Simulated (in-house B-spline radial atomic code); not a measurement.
**Zr V (Zr4+): [Ar] 3d10 4s2 4p6**

Level of theory: Dirac-Kohn-Sham B97-1, spherical fractional occupations, Fermi nucleus of rms radius 4.2694 fm; calculated with a radial B-spline atomic code at the basis-set limit.

Screening seen three ways: the hydrogenic charge with the same mean radius, Z_r = [3n² - l(l+1)]/(2<r>), the one with the same energy, Z_e = n√(-2ε), and Slater's rules. Values are occupation-weighted means over j. An effective charge above Z reflects the relativistic contraction of the inner shells.

| shell | electrons | ε (eV) | <r> (bohr) | Z_r | Z_e | Slater |
| --- | --- | --- | --- | --- | --- | --- |
| 1s | 2 | -17920 | 0.03706 | 40.47 | 36.29 | 39.70 |
| 2s | 2 | -2535.7 | 0.1622 | 36.98 | 27.30 | 35.85 |
| 2p | 6 | -2265.6 | 0.1416 | 35.31 | 25.81 | 35.85 |
| 3s | 2 | -457.83 | 0.4575 | 29.51 | 17.40 | 28.75 |
| 3p | 6 | -369.21 | 0.4612 | 27.10 | 15.63 | 28.75 |
| 3d | 10 | -223.36 | 0.4516 | 23.25 | 12.16 | 18.85 |
| 4s | 2 | -98.641 | 1.191 | 20.15 | 10.77 | 12.25 |
| 4p | 6 | -74.706 | 1.315 | 17.48 | 9.37 | 12.25 |

The least bound orbital is 4p3/2 at -74.06 eV, and it is also the most diffuse (<r> = 1.324 bohr).

Spin-orbit splittings of the orbital energies (j = l + 1/2 above j = l - 1/2 when positive): 2p 85.95 eV, 3p 13.83 eV, 3d 2.527 eV, 4p 1.949 eV.

For the 1s electron the small component carries 2.12 % of the norm, the zero-frequency Breit interaction raises the level by 33.12 eV, self-energy by 17.93 eV, and vacuum polarisation lowers it by 2.002 eV.
